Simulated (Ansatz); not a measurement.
Job for Ansatz (a first-principles code): R-PBE0/def2-TZVPP on H4SSi2 (SMILES [SiH3][Si]S), a point of a torsion scan.

Ansatz 0.2 input:
```yaml
crystal:
  periodic: [false, false, false]
  atoms:
    - {symbol: Si, position_ang: [1.04732767, -0.09227960, 0.17942808]}
    - {symbol: Si, position_ang: [-0.51414792, 1.54107628, -0.26649468]}
    - {symbol: S, position_ang: [-1.98858435, 1.44729730, 1.35896667]}
    - {symbol: H, position_ang: [0.70651820, -1.24158889, -0.67527624]}
    - {symbol: H, position_ang: [2.31853646, 0.44911786, -0.32340062]}
    - {symbol: H, position_ang: [1.36795062, -0.69496556, 1.48472448]}
    - {symbol: H, position_ang: [-1.48909279, 0.49371934, 2.13492737]}
basis:
  gaussian:
    orbitals: def2-TZVPP
hamiltonian:
  xc: {name: PBE0}
scf: {lower_state_search: off}
```

Output:

```
WARN ansatz: RAYON_NUM_THREADS=1 ignored (pool sized by the plan → 1); use --threads N
Functional definition: PBE0
these checks for a lower state are left out or cut short: stability, starts, cluster_reference, orbital_swaps, neighbouring_geometries, increment
integrals: 0.11 GiB planned
1133 factors; their error is unknown
mean field: 0.83 GiB planned
mean field evaluation 1: about -26644.3469 eV, gradient 1.6e1 eV
mean field evaluation 2: about -26644.5308 eV, gradient 1.6e1 eV
mean field evaluation 4: about -26645.2535 eV, gradient 1.5e0 eV
mean field evaluation 8: about -26645.3008 eV, gradient 1.6e-1 eV
mean field evaluation 16: about -26645.3008 eV, gradient 1.5e-5 eV
mean field -26645.30084228 eV, -979.1967451202 hartree, gradient 3.0e-6 eV, S^2 0.000000; 0 other end points of the search recorded, 0 dependent functions left out
reference -26645.30087172 eV, -979.1967462021 hartree; 24, 24 occupied and 158, 158 virtual orbitals, 1133 factors
Total energy: -26645.30087172 eV, -979.1967462021 hartree
Checks for a lower state left out: stability, starts, cluster_reference, orbital_swaps, neighbouring_geometries, increment
```

Self-consistency was reached.

Cost: around 2.9 core-seconds (rough).
